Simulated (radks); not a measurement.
Spherical jellium clusters: N electrons in a uniform positive sphere of charge N and radius rs N^(1/3), rs = 2.92 bohr. Calculated with a radial shooting solver with Libxc functionals: non-relativistic Kohn-Sham, LDA (Slater exchange, Perdew-Wang correlation), spin-polarised, spherical densities. Levels are named by radial order and angular momentum (1s, 1p, 1d, 2s, ...), and open shells are averaged over m.

N = 37, configuration 1s2 1p6 1d10 2s2 1f14 2p(up 3, down 0). This is the lowest configuration that the search found. Occupied and some empty levels:

| level | occupation | eigenvalue (eV) | <r> (bohr) |
|---|---|---|---|
| 1s up | 1 | -8.1001 | 5.559 |
| 1s down | 1 | -7.8151 | 5.881 |
| 1p up | 3 | -6.9618 | 6.768 |
| 1p down | 3 | -6.7984 | 6.913 |
| 1d up | 5 | -5.6028 | 7.587 |
| 1d down | 5 | -5.4959 | 7.631 |
| 2s up | 1 | -5.1395 | 6.327 |
| 2s down | 1 | -4.7998 | 6.158 |
| 1f up | 7 | -4.0497 | 8.252 |
| 1f down | 7 | -3.9603 | 8.249 |
| 2p up | 3 | -3.3446 | 7.320 |
| 2p down | 0 | -3.0256 | 7.456 |
| 1g up | 0 | -2.3390 | 8.898 |
| 1g down | 0 | -2.2483 | 8.880 |
| 2d up | 0 | -1.5914 | 8.950 |
| 3s up | 0 | -1.4626 | 9.339 |
| 2d down | 0 | -1.3884 | 9.250 |
| 3s down | 0 | -1.2863 | 9.587 |

Energy (eV): total -59.8544, kinetic 113.99, external -4515.0, Hartree 2221.7, exchange-correlation -177.64, background 2297.1.
